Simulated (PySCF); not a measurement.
Species: [Ti(CH3)4], C4H12Ti (singlet state).
Structure used (PBE0-D3(BJ)/def2-SVP), in Å, numbered top down from 1:
```xyz
17
C4H12Ti angstrom
C     -0.055   -1.207   -1.664
Ti    -0.002    0.001   -0.001
C      0.658    1.873   -0.536
C     -1.887    0.142    0.809
C      1.284   -0.801    1.388
H     -0.764   -0.797   -2.404
H     -0.383   -2.222   -1.378
H      0.948   -1.269   -2.121
H      0.942    2.446    0.364
H     -0.149    2.412   -1.064
H      1.532    1.790   -1.205
H     -2.636    0.297    0.013
H     -2.127   -0.788    1.355
H     -1.928    0.991    1.514
H      1.026   -1.856    1.587
H      2.319   -0.749    1.007
H      1.221   -0.230    2.331
```

Method: core-valence-separated Tamm–Dancoff BHandHLYP/aug-pcX-1 (pcseg-1 on H, def2-SVPD on Ti) in PySCF, non-relativistic, gas phase, PBE0-D3(BJ)/def2-SVP geometry. BHandHLYP without relativity tends to put these K edges a few eV too low, so spacings mean more than positions.

The lowest roots of each edge with f over 0.003 (five at most, numbered afresh; weaker and dark ones are left out), with transition dipoles (au) in the frame of the coordinates:

```tsv
root	edge	E (eV)	f	μx	μy	μz
1	C	283.49	0.0238	-0.0044	-0.0322	-0.0486
2	C	283.50	0.0220	-0.0365	0.0294	-0.0311
3	C	283.50	0.0264	-0.0415	-0.0394	0.0229
4	C	283.50	0.0112	-0.0300	0.0233	0.0128
```

Question: Molecules are fixed in this frame and the field points along z. What effective strengths 3 f cos²θ do the roots have (θ between field and μ)?

Answer: root 1 (C1/C3/C4/C5): 0.049, root 2 (C1/C3/C4/C5): 0.020, root 3 (C1/C3/C4/C5): 0.011, root 4 (C1/C3/C4/C5): 0.003. Root 1 is the strongest. Averaged over all orientations cos²θ is 1/3, which gives f back. For degenerate partners only the sum has meaning, as the program may mix them freely.

